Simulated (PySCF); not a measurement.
C2H3O2, multiplicity 2. Atoms are numbered in the order given.

```xyz
7

C      0.2624    -1.3854     0.0000
C     -0.1074     0.0206     0.0000
O     -1.2491     0.4326     0.0000
O      0.9609     0.8490     0.0000
H      1.3108    -1.6894     0.0000
H     -0.5393    -2.1252     0.0000
H      0.6044     1.7508     0.0000
```
Charge 0, spin multiplicity 2.

Geometry: ωB97X-D3(BJ)/def2-SVP. The isomer is the one that the SMILES or the coordinates give; other isomers of the formula were not compared. Other conformers were not sampled.

The numbers are results of CAM-B3LYP/def2-TZVPD in PySCF, not measurements.

Mulliken values depend strongly on the basis, most of all with diffuse functions as here. ESP charges are fitted to the potential on shells at 1.4 to 2.0 van der Waals radii. Atomic charges (e):

```
atom  Mulliken  meta-Löwdin  ESP fit  Mulliken spin
----  --------  -----------  -------  -------------
C1       -0.63        -0.21    -0.43           0.89
C2        0.64         0.51     0.77          -0.05
O3       -0.47        -0.47    -0.56           0.18
O4       -0.43        -0.48    -0.60           0.01
H5        0.27         0.14     0.20          -0.01
H6        0.29         0.15     0.19          -0.01
H7        0.33         0.36     0.42           0.00
```
